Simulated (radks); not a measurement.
Values are calculated unless marked as measured or tabulated.
Ionisation of the praseodymium ion Pr2+, [Xe] 4f3, to Pr3+, [Xe] 4f2, under several functionals. Scalar-relativistic Kohn-Sham, spin-polarised, spherical densities, finite nucleus; open shells are filled with parallel spins first (spin-orbit coupling, left out, can overturn this in heavy ions); a radial shooting solver on a logarithmic mesh with Libxc functionals. Known Delta-SCF values: r2SCAN 21.908 eV; PBEsol 22.297 eV. What does B86b exchange with PBE correlation give, and what is its highest occupied eigenvalue?

Answer. 22.276 eV by Delta-SCF; the 4f eigenvalue is -14.547 eV. NIST: 21.624 eV (measured).
